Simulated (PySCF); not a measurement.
Correlation energy of Ni²⁺ (nickel, charge +2)

[Ar] 3d7 4p1, one real determinant (an excited configuration). All numbers are calculated (PySCF 2.14, the non-relativistic Hamiltonian (point nucleus), in def2-QZVPPD). Frozen: [Ne]; 16 electrons correlated.

MP2 pair energies summed by pair of shells (mhartree):

```
 pair   energy  share (%)
3p-3d  -184.59       36.4
3d-3d  -179.39       35.4
3p-3p   -50.27        9.9
3s-3d   -40.35        8.0
3s-3p   -25.70        5.1
3d-4p   -15.53        3.1
3p-4p    -5.77        1.1
3s-3s    -4.32        0.9
3s-4p    -0.52        0.1
```

Total MP2 correlation energy: -506.44 mhartree.

Same-spin part -165.86 and opposite-spin part -340.58 mhartree; SCS-MP2 scales them by 1/3 and 6/5 to -463.98 mhartree.

The reference is one real determinant that mixes LS terms of this configuration.

This basis was not built for core-valence correlation, so the inner-shell part is incomplete.
